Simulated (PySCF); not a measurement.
One of the candidates below gave these computed data.

All candidates are C7H9F.

- Dipole: 2.31 D [PBE0/def2-SVPD]
- UV, strongest line: among the 8 lowest singlet transitions: S7 at 7.18 eV (173 nm, f = 0.192) [TDDFT PBE0/def2-SVPD]
- NMR, other nuclei: isotropic shieldings of nuclei other than C and H, by class: 423 (1 F) ppm [GIAO PBE0/pcSseg-1]
- 1H NMR: chemical shifts (computed TMS as zero) by class: 6.58 (1 H), 5.67 (2 H), 5.52 (1 H), 5.44 (1 H), 3.39 (2 H), 1.10 (2 H) ppm [GIAO PBE0/pcSseg-1]
- Polarisability: 84.2 au [PBE0/def2-SVPD]
- 13C NMR: chemical shifts (computed TMS as zero) by class: 144.3 (1 C), 130.5 (1 C), 123.1 (1 C), 115.9 (1 C), 78.0 (1 C), 39.1 (1 C), 12.1 (1 C) ppm [GIAO PBE0/pcSseg-1]
- Triplet: lowest triplet excitation (Tamm–Dancoff): 4.00 eV [TDA PBE0/def2-SVPD]
- Rotational structure: rotational constants A, B, C: 3.322, 1.080, 0.877 GHz [GFN2-xTB]

The electronic properties come from PySCF, for the isolated species, density fitting. Levels stand in brackets. Geometry: GFN2-xTB, one conformer, isolated molecule. Each NMR value is the plain mean over a class of atoms that symmetry, rotation or inversion makes alike.

Question: Which candidate is it?
A. `CC/C(F)=C1\C=CC1`
B. `C=C[C@@H]1C(=C)C[C@H]1F`
C. `C=CC(=C)/C=C/CF`
D. `C=CCC1=C(CF)C1`
E. `FCC1=CC[C@@H]2C[C@H]12`

Answer: D. It is `C=CCC1=C(CF)C1`. Numbering: `[CH2:1]=[CH:2][CH2:3][C:4]1=[C:5]([CH2:6][F:7])[CH2:8]1`. Its formula, C7H9F, gives 3 degrees of unsaturation: 1 ring and 2 π bonds in the structure found. 7 carbons fall into 7 classes; from least to most shielded: alkene CH carbon [C2] (144.3 ppm), fully substituted alkene carbon [C4] (130.5 ppm), terminal =CH2 carbon [C1] (123.1 ppm), fully substituted alkene carbon [C5] (115.9 ppm), sp3 C–F carbon [C6] (78.0 ppm), allylic carbon [C3] (39.1 ppm), allylic carbon [C8] (12.1 ppm). Hydrogen classes from least to most shielded: 1 H on an alkene CH carbon, C2 (6.58 ppm), 2 H on an sp3 C–F carbon, C6 (5.67 ppm), 1 H on a terminal =CH2 carbon, C1 (5.52 ppm), 1 H on a terminal =CH2 carbon, C1 (5.44 ppm), 2 H on an allylic carbon, C3 (3.39 ppm), 2 H on an allylic carbon, C8 (1.10 ppm). The other shieldings belong to: 423 ppm, alkyl fluorine [F7]. The optimised geometry has point group C1 and is an asymmetric top.

The others, at the same levels:
- `CC/C(F)=C1\C=CC1` fails: its computed 13C shifts are 159.7 (1 C), 143.0 (1 C), 140.8 (1 C), 123.7 (1 C), 36.3 (1 C), 28.2 (1 C), 15.0 (1 C) ppm, 1H shifts are 6.50 (1 H), 6.41 (1 H), 3.15 (2 H), 2.37 (2 H), 1.24 (3 H) ppm and rotational constant A is 4.090 GHz (against 3.322 GHz).
- `C=CC(=C)/C=C/CF` fails: its computed 13C shifts are 151.9 (1 C), 145.4 (1 C), 138.5 (1 C), 133.9 (1 C), 126.0 (1 C), 122.1 (1 C), 86.3 (1 C) ppm, 1H shifts are 6.80 (1 H), 6.77 (1 H), 6.13 (1 H), 5.88 (1 H), 5.63 (1 H), 5.45 (2 H), 5.39 (1 H), 5.32 (1 H) ppm and lowest triplet excitation (Tamm–Dancoff) is 2.97 eV (against 4.00 eV).
- `C=C[C@@H]1C(=C)C[C@H]1F` fails: its computed 13C shifts are 151.8 (1 C), 146.5 (1 C), 123.5 (1 C), 117.3 (1 C), 92.2 (1 C), 61.4 (1 C), 40.8 (1 C) ppm, 1H shifts are 5.91 (1 H), 5.48 (1 H), 5.45 (1 H), 5.43 (1 H), 5.39 (1 H), 4.86 (1 H), 3.63 (1 H), 3.09 (1 H), 3.05 (1 H) ppm and rotational constant A is 2.406 GHz (against 3.322 GHz).
- `FCC1=CC[C@@H]2C[C@H]12` fails: its computed strongest line among the 8 lowest singlet transitions is S1 at 6.35 eV (195 nm, f = 0.140) (against S7 at 7.18 eV), static isotropic polarisability is 76.5 au (against 84.2 au) and rotational constant A is 4.535 GHz (against 3.322 GHz).

Each candidate is one conformer, not necessarily the lowest. Dipoles, sizes and rotational constants follow the conformer. The torsions of the flexible species, by atom-mapped SMILES:
- `[CH2:1]=[CH:2][CH2:3][C:4]1=[C:5]([CH2:6][F:7])[CH2:8]1`: C1–C2–C3–C4 120°, C2–C3–C4–C5 -4°, C4–C5–C6–F7 116°
- `[CH3:1][CH2:2]/[C:3]([F:4])=[C:5]1\[CH:6]=[CH:7][CH2:8]1`: C1–C2–C3–F4 67°
- `[CH2:1]=[CH:2][C:3](=[CH2:4])/[CH:5]=[CH:6]/[CH2:7][F:8]`: C1–C2–C3–C4 150°, C2–C3–C5–C6 -30°, C5–C6–C7–F8 -3°
- `[CH2:1]=[CH:2][C@@H:3]1[C:4](=[CH2:5])[CH2:6][C@H:7]1[F:8]`: C1–C2–C3–C4 -129°

The conformers of `FCC1=CC[C@@H]2C[C@H]12` aren't listed.
